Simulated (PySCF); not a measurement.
**How good is the calculation?**

Structure with atom numbers: `[CH3:1][C:2](=[O:3])[O:4][c:5]1[cH:6][cH:7][n:8][cH:9][cH:10]1`. Each H is labelled by its parent atom.

Published estimates (parent shift plus substituent increments) and measurements: δ ¹³C C5 159.8; C7/C9 151.5; C6/C10 117.0 ppm (estimated from measurements, as parent shift plus tabulated substituent increment; solution, not stated per compound (mostly CDCl3 or CCl4); Pretsch, Buehlmann, Badertscher, Structure Determination of Organic Compounds, 4th ed. (2009)).

Computed data (PySCF 2.14.0 with density-fitted response routines): KT2/pcSseg-1 with gauge-including orbitals, structure optimised with PBE0-D3(BJ)/def2-SVP. No solvent model, relativity neglected, equivalent nuclei averaged, a single conformation.

(1) What does the calculation give, and how does it compare?

(2) How far are the unscaled ¹³C shifts from the references?

Results:

(1) 
Reference values: estimated from measurements, as parent shift plus tabulated substituent increment (solution, not stated per compound (mostly CDCl3 or CCl4); Pretsch, Buehlmann, Badertscher, Structure Determination of Organic Compounds, 4th ed. (2009)).
```tsv
atoms	quantity	reference	computed	computed, scaled
C5	δ ¹³C	159.8	153.6	160.6
C7/C9	δ ¹³C	151.5	145.4	151.9
C6/C10	δ ¹³C	117.0	108.7	112.3
```

Computed shifts are σ(ref) − σ with the named reference compound (TMS for H and C) calculated as an isolated molecule at the same level. The measured values may be among those fitted. Scaled to experiment by linear calibration (H and C: mostly CDCl3 data, vs TMS): ¹³C: δ = 192.54 − 1.076σ (rms 1.2 ppm, 39 shifts, 2.4 ppm with the 5 outliers that the fit left out). A few per cent of atoms miss by over 2 rms, more outside the fitted compound classes.

(2) Mean signed difference -6.87 ppm, mean absolute 6.87 ppm over 3 comparisons; the largest is -8.3 ppm at C6/C10 (aromatic CH).

3 of the 6 published NMR values on file for this molecule are compared.
